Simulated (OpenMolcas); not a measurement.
# How basis sets differ on C2H7BO (SMILES CCBO)

The species is C2H7BO (11 atoms), meant as a singlet with charge 0. SMILES: `CCBO`. The shape is that of a PBE0-D4/def2-TZVP optimisation. This is one conformer, not always the lowest.

```xyz
11

C    -0.5562    1.3140    0.1941
C    -0.1481   -0.1264    0.4987
B     0.8442   -0.7497   -0.5450
O     0.7752   -2.0346   -0.9682
H    -1.1236    1.3786   -0.7379
H    -1.1781    1.7372    0.9863
H     0.3223    1.9540    0.0824
H    -1.0373   -0.7547    0.6403
H     0.3803   -0.1477    1.4643
H     1.7483   -0.1083   -1.0100
H     0.0385   -2.5195   -0.5844
```

Each level gives the dipole moment (D). The values are calculated.

```
                          level          kind     program  value (D)  CPU time
              HF/ANO-R0 (sfX2C)  Hartree–Fock  OpenMolcas       2.34     1.9 s
                      HF/STO-3G  Hartree–Fock  OpenMolcas       1.58     1.4 s
                       HF/3-21G  Hartree–Fock  OpenMolcas       2.20     1.8 s
HF/6-31G* (Cartesian functions)  Hartree–Fock  OpenMolcas       1.94     7.5 s
                    HF/def2-SVP  Hartree–Fock  OpenMolcas       1.95     6.8 s
```

The values span 1.58 to 2.34 D. Magnitudes only. Sets without polarisation functions give poor dipoles. Times are those of the runs behind each value, whatever else they computed, on shared processors of several kinds: orders of magnitude only.
